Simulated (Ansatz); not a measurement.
Geometry optimisation, UKS B3LYP-D4/def2-SVP in Ansatz 0.2.0.

input.yaml

```yaml
crystal:
  periodic: [false, false, false]
  atoms:
    - { symbol: C, position_ang: [-0.4501, 1.2033, -0.2682] }
    - { symbol: "N", position_ang: [-0.32, -0.175, -0.0623] }
    - { symbol: Si, position_ang: [0.1244, -0.9297, 1.3246] }
    - { symbol: Si, position_ang: [0.7887, -1.1878, -0.8674] }
    - { symbol: H, position_ang: [-0.838, 1.4382, -1.3212] }
    - { symbol: H, position_ang: [-1.2688, 1.6666, 0.3881] }
    - { symbol: H, position_ang: [0.4485, 1.8258, -0.1129] }
    - { symbol: H, position_ang: [-1.0057, -1.5665, 1.9118] }
    - { symbol: H, position_ang: [0.8961, 0.0771, 2.2086] }
    - { symbol: H, position_ang: [-0.1069, -2.0307, -1.7526] }
    - { symbol: H, position_ang: [1.7972, -0.3784, -1.4279] }
magnetization:
  spin_polarized: true
basis:
  gaussian: { orbitals: def2-SVP }
hamiltonian:
  xc: b3lyp
  dispersion: d4
relax:
  f_tol: 0.02
  max_steps: 50
```

Run as:

```bash
$ ansatz run input.yaml --threads 2 --pin off --max-ram 3072MiB --backend cpu --events-out ev --progress --plain --runs-dir out
```

Question: Where does it end, and by what steps?

Answer: It converged. After 8 steps the energy has fallen by 1.132 eV; H11 moved furthest, 0.64 Å.

```json
{"step": "0", "energy less start (eV)": "0.0000", "largest force component (eV/Å)": "2.681", "accepted": "yes"}
{"step": "1", "energy less start (eV)": "-0.8180", "largest force component (eV/Å)": "1.331", "accepted": "yes"}
{"step": "2", "energy less start (eV)": "-0.9743", "largest force component (eV/Å)": "1.736", "accepted": "yes"}
{"step": "3", "energy less start (eV)": "-1.0720", "largest force component (eV/Å)": "0.445", "accepted": "yes"}
{"step": "4", "energy less start (eV)": "-1.1036", "largest force component (eV/Å)": "0.242", "accepted": "yes"}
{"step": "5", "energy less start (eV)": "-1.1179", "largest force component (eV/Å)": "0.655", "accepted": "yes"}
{"step": "6", "energy less start (eV)": "-1.1288", "largest force component (eV/Å)": "0.309", "accepted": "yes"}
{"step": "7", "energy less start (eV)": "-1.1319", "largest force component (eV/Å)": "0.030", "accepted": "yes"}
{"step": "8", "energy less start (eV)": "-1.1320", "largest force component (eV/Å)": "0.005", "accepted": "yes"}
```

```xyz
11
Properties=species:S:1:pos:R:3
C -0.624 1.436 -0.340
N -0.085 0.127 -0.038
Si 0.187 -0.925 1.335
Si 0.743 -1.196 -0.832
H -1.010 1.477 -1.372
H -1.461 1.684 0.334
H 0.134 2.235 -0.237
H -1.020 -1.513 1.992
H 1.135 -0.460 2.393
H -0.039 -1.990 -1.827
H 2.106 -0.932 -1.388
```

Whether the end is a true minimum wasn't checked by a vibrational analysis.

The run took 34 s on 2 threads of Arm Neoverse V1 (shared host), peak memory 0.28 GiB.
